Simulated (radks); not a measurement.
Initial-state core-level shifts of neutral indium when its valence configuration changes from [Kr] 4d10 5s2 5p1. Calculated with a radial shooting solver on a logarithmic mesh with Libxc functionals: scalar-relativistic Kohn-Sham, r2SCAN, spin-polarised, spherical densities, finite nucleus; open shells are filled with parallel spins first (spin-orbit coupling, left out, can overturn this in heavy ions); meta-GGA in the generalised Kohn-Sham scheme; Fermi nuclear charge, rms radius 4.6156 fm. Shifts are changes of the shell-averaged eigenvalues in eV (positive: less bound); the change of the density at the nucleus, which sets a Mossbauer isomer shift, is in e/bohr^3, on a base of 1.794e+05.

| valence | 3s | 3p | 3d | 4s | density at nucleus |
|---|---|---|---|---|---|
| 4d10 5p3 | -2.763 | -2.764 | -2.759 | -2.826 | -58.90 |
| 4d10 5s1 5p2 | -1.172 | -1.172 | -1.170 | -1.211 | -29.12 |
| 4d9.5 5s1 5p2.5 | -4.707 | -4.707 | -4.721 | -4.371 | -23.32 |
| 4d9.5 5s2 5p1.5 | -3.686 | -3.687 | -3.703 | -3.321 | +8.28 |
| 4d8.5 5s2 5p2.5 | -11.095 | -11.096 | -11.151 | -9.814 | +25.42 |
| 4d8.5 5s1 5p3.5 | -12.377 | -12.378 | -12.432 | -11.102 | -10.52 |
| 4d8 5s1 5p4 | -16.402 | -16.403 | -16.482 | -14.558 | -3.33 |
| 4d8 5s1.5 5p3.5 | -15.611 | -15.612 | -15.691 | -13.770 | +15.25 |
| 4d8 5s2 5p3 | -14.844 | -14.845 | -14.924 | -13.011 | +34.27 |
